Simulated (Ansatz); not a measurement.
Computed with Ansatz on PBE0-D4/def2-TZVP structures; ΔE is electronic, products minus reactants. CBS: MP2 limit from def2 TZ/QZ plus the TZ coupled-cluster correction, frozen cores. This one scheme is used for every species. DFT in def2-TZVPP. B3LYP here is the variant with VWN-RPA as its local correlation; programs differ in this. For Ge outer-core shells are correlated without core-valence functions, which leaves a few kJ/mol of doubt a bond. Scalar relativity is left out up to krypton. One conformer a species, not always the lowest.

Consider the hydrogenolysis of a Ge–O bond: `[OH][GeH]1[O]C[S]1` + H₂ → `C1[O][GeH2][S]1` + H₂O.

`[OH][GeH]1[O]C[S]1`:

Cartesian coordinates in Å:
```
O -0.339 2.068 1.033
Ge 0.062 1.004 -0.310
O -0.973 -0.463 -0.406
C 0.014 -1.453 -0.226
S 1.609 -0.533 0.017
H -0.314 1.613 1.880
H 0.032 1.918 -1.534
H -0.192 -2.064 0.656
H 0.101 -2.089 -1.110
```

H₂:

```xyz
2

H     0.190   -0.249    0.204
H    -0.190    0.249   -0.204
```

`C1[O][GeH2][S]1`:

Z-matrix (Å, degrees):
```
C
Ge 1 2.459
S 1 1.861 2 59.6
O 1 1.411 2 46.2 3 -180.0
H 1 1.093 2 124.9 3 -93.3
H 1 1.093 2 124.9 3 93.3
H 2 1.539 1 123.4 3 98.4
H 2 1.539 1 123.4 3 -98.4
```

H₂O:

Z-matrix (Å, degrees):
```
O
H 1 0.960
H 1 0.960 2 105.1
```

| level | ΔE (kJ/mol) |
| --- | --- |
| PBE-D4 | 39.4 |
| B3LYP-D4 | 38.8 |
| ωB97M-V | 38.2 |
| PBE | 36.1 |
| r2SCAN | 44.0 |
| B3LYP | 33.5 |
| SCS-MP2/def2-TZVPP | 42.8 |
| CCSD/CBS(def2) | 31.6 |

Problem. What does CCSD(T)/CBS give? (Estimate.)

Solution. The calculation gave: +36.6 kJ/mol. The listed levels differ from it by 2.8, 2.2, 1.6, -0.5, 7.4, -3.1, 6.2, -5.0 kJ/mol.

Largest T1 diagnostic among the species: 0.013.

In def2-TZVPP, CCSD(T) changes the Hartree–Fock value by +14.2 kJ/mol (the triples alone add +5.0 kJ/mol) and MP2 by +20.5 kJ/mol. The D4 term adds +5.2 kJ/mol with B3LYP and +2.9 kJ/mol with PBE0; it sums over pairs of atoms, weighted by their polarisabilities, and B3LYP, whose exchange is more repulsive, gets the larger term.
